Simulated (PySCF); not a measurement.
Atomic charges by several schemes

Compound: Ge(SMe)H3, CH6GeS.
Cartesian coordinates in Å at the PBE0-D3(BJ)/def2-SVP level; atoms count from 1:
```
atom  x, y, z in Å
Ge1   -0.380    0.844   -1.225
S2    -0.465    0.783    0.993
C3     0.361   -0.812    1.283
H4    -0.199   -1.646    0.835
H5     0.391   -0.958    2.372
H6     1.393   -0.812    0.903
H7     1.085    0.833   -1.704
H8    -1.077    2.147   -1.642
H9    -1.109   -0.379   -1.815
```

Density: PBE0/pcSseg-1 (pcSseg-2 on Ge) (PySCF); schemes: Mulliken, IAO, Hirshfeld and ESP-fitted. Geometry: PBE0-D3(BJ)/def2-SVP; no solvent, vibrations or thermal averaging. The calculation is non-relativistic, for germanium too.

Task: Which atoms carry the lowest charge in the Mulliken, IAO, Hirshfeld and ESP-fitted schemes?

Result: All schemes agree: Mulliken C3 (-0.403); IAO C3 (-0.494); Hirshfeld C3 (-0.117); ESP-fitted C3 (-0.413).

Task: Do the Mulliken, IAO, Hirshfeld and ESP-fitted schemes agree on where the charge is highest?

Result: The schemes don't all agree: Mulliken H5 (+0.159); IAO Ge1 (+0.428); Hirshfeld Ge1 (+0.281); ESP-fitted H5 (+0.196).

Task: Tabulate the Mulliken, IAO, Hirshfeld and ESP-fitted charges.

Result: In e:

```
atom                    environment  Mulliken     IAO  Hirshfeld  ESP-fitted
 Ge1  germanium bonded to S and 3 H    +0.071  +0.428     +0.281      +0.135
  S2      sulfur bonded to C and Ge    -0.118  -0.153     -0.104      -0.204
  C3     carbon bonded to S and 3 H    -0.403  -0.494     -0.117      -0.413
  H4                 hydrogen on C3    +0.154  +0.151     +0.044      +0.150
  H5                 hydrogen on C3    +0.159  +0.168     +0.052      +0.196
  H6                 hydrogen on C3    +0.154  +0.151     +0.044      +0.153
  H7                hydrogen on Ge1    -0.012  -0.091     -0.070      -0.013
  H8                hydrogen on Ge1    +0.006  -0.069     -0.061      +0.007
  H9                hydrogen on Ge1    -0.012  -0.090     -0.070      -0.012
```

Mean size of the charges over all atoms: IAO 0.199 e, ESP-fitted 0.143 e, Mulliken 0.121 e, Hirshfeld 0.094 e. Each set sums to the total charge, 0, to within 0.001 e. The IAO scheme counts the electrons in orthogonalised intrinsic atomic orbitals, a minimal basis polarised so that it spans the occupied orbitals exactly. The Hirshfeld scheme weights the molecular density at each point by an atom's share of the summed free-atom densities.

Task: How many electrons does the Hirshfeld scheme count on Ge1?

Result: Z − q = 32 − (+0.281) ≈ 31.720.

Task: How closely do the schemes follow one another over all atoms?

Result: Correlation coefficient and root-mean-square difference: Mulliken with ESP-fitted 0.98, 0.038 e; IAO with ESP-fitted 0.90, 0.112 e; IAO with Hirshfeld 0.90, 0.150 e; Mulliken with IAO 0.87, 0.131 e; Hirshfeld with ESP-fitted 0.67, 0.139 e; Mulliken with Hirshfeld 0.58, 0.138 e.
